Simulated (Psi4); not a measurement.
Psi4 input (wB97X-D/6-311+G**):

```
memory 1500 MB

molecule {
1 1
C     1.30511154   -0.19030126    0.16000243
C     0.10291222   -0.01500586    0.01261670
C    -1.21447998    0.17708606   -0.14889130
H     2.36004904   -0.34412407    0.28933434
H    -1.58759968    1.04652208   -0.68808273
H    -1.93371204   -0.53307168    0.25638137
symmetry c1
no_reorient
no_com
}

set {
  basis 6-311+G**
  reference rks
  scf_type pk
  dft_radial_points 99
  dft_spherical_points 590
  e_convergence 1e-8
  d_convergence 1e-7
  maxiter 150
}

e = energy('wb97x-d')
print_out(f'\nFINAL {e:.10f} DIPOLE {variable("CURRENT DIPOLE")[0]:.6f} {variable("CURRENT DIPOLE")[1]:.6f} {variable("CURRENT DIPOLE")[2]:.6f}\n')
```

Predict the final energy.

-115.66676 Eh.
